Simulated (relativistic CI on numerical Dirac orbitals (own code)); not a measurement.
## Cu2+ in a cubic cluster: 1s photoemission with charge transfer

Computed with a charge-transfer multiplet model of a cubic metal-ligand cluster with up to one ligand hole, Slater and spin-orbit integrals from Dirac-Coulomb-Breit ions, Slater integrals scaled by 0.7. The ground state mixes d9 with configurations of k ligand holes L, whose averages lie at kΔ + k(k − 1)U_dd/2; a core hole lowers each added d electron by U_cd. 20 K, Lorentzian 1.1 eV and Gaussian 0.6 eV FWHM.

Atomic integrals in eV (Slater integrals scaled, ζ unscaled), ground: F2dd 9.683, F4dd 6.042, zeta_d 0.099; with the core hole: F2dd 9.683, F4dd 6.042, zeta_d 0.136, G2cd 0.061.

Cluster parameters (eV): U_dd = 6.5, U_cd = 8, 10Dq = 0.4, 10Dq(ligand) = 1.4, V(eg) = 1.65, V(t2g) = -0.72, final-state hopping factor = 1.

Weights, n_d and S are thermal averages at 20 K. Binding energies count from the first peak over 30 % of the highest in each spectrum, which can be another peak from case to case. The parameters are a model scan and need not match a compound or its usual spin state. Peaks in eV (height, largest 100): 0.0 (100), 7.0 (100).

(1) Which parameters give this spectrum?
A. Δ = 2.4 eV
B. Δ = 0.4 eV
C. Δ = -1.6 eV
D. Δ = -2.6 eV
E. Δ = 1.4 eV

Results:

(1) A. Δ = 2.4 eV; the ground state then has 9.26 d electrons and S = 0.50. The choice follows from running the model for each set and comparing peak positions and heights.
